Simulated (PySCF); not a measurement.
Spiro(3.4)octane, C8H14.
Atom-mapped SMILES: `[CH2:1]1[CH2:2][CH2:3][C:4]2([CH2:5]1)[CH2:6][CH2:7][CH2:8]2` (hydrogens: H9, H10 on C1; H11, H12 on C2; H13, H14 on C3; H15, H16 on C5; H17, H18 on C6; H19, H20 on C7; H21, H22 on C8)

Method used: PBE0-D3(BJ)/def2-SVP geometry optimisation, gas phase in PySCF.

(1) What internal coordinates does the optimisation give?

Results:

(1) 
```tsv
bond	length (pm)
C1–C2	154.9
C3–C4, C4–C5	152.6
C4–C6	154.1
C6–C7, C7–C8	154.0
C1–C5, C2–C3	153.4
C4–C8	155.3
C1–H9 and 3 like bonds	110.1
C3–H13 and 3 like bonds	110.3
C6–H17 and 3 like bonds	110.2
C7–H19, C7–H20	110.0
```

Bonds in one row agree within 1 pm and their mean is given. A selection of angles:
```tsv
angle	degrees
C2–C1–C5	105.5
C2–C3–C4	104.0
C3–C4–C5	101.7
C3–C4–C6	116.1
C3–C4–C8	113.0
C5–C4–C6	120.5
C5–C4–C8	118.1
C6–C4–C8	88.2
C1–C5–C4	104.7
C4–C6–C7	89.1
C6–C7–C8	88.7
```

Dihedral angles: C5–C1–C2–C3 3° (synperiplanar); C1–C2–C3–C4 -28° (synperiplanar); C2–C3–C4–C5 42° (synclinal); C3–C4–C5–C1 -40° (synclinal); C3–C4–C6–C7 98° (anticlinal); C4–C6–C7–C8 17° (synperiplanar); C6–C7–C8–C4 -17° (synperiplanar); C2–C1–C5–C4 23° (synperiplanar); C3–C4–C8–C7 -100° (anticlinal). The mirror-image conformer, all signs reversed, is as good.

Of the pairs four or more bonds apart, C7···H14 is among the closest relative to their van der Waals radii: 2.99 Å, 103 % of the sum of Bondi's values. The 5-membered ring C1–C2–C3–C4–C5 has internal angles of 101.7° to 105.5°; it is puckered, 0.19 Å rms from its mean plane, widest ring torsion 42°. The C–C distances run from 1.523 Å (C4–C5, drawn single) to 1.553 Å (C4–C8, drawn single), a spread of 0.030 Å. The 4-membered ring C4–C6–C7–C8 has internal angles of 88.2° to 89.1° (sum 355°, against 360° for a flat polygon); it is puckered, 0.12 Å rms from its mean plane, widest ring torsion 17°.

Point group: C1 (no symmetry element, even within 0.4 Å). No PBE0-D3(BJ)/def2-SVP frequencies stand behind this structure, so it isn't proved a minimum. The numbers are those of one conformer.

The run took 7.2 min of wall time on one thread of an Arm Neoverse V1, on a shared host. This is the geometry optimisation.
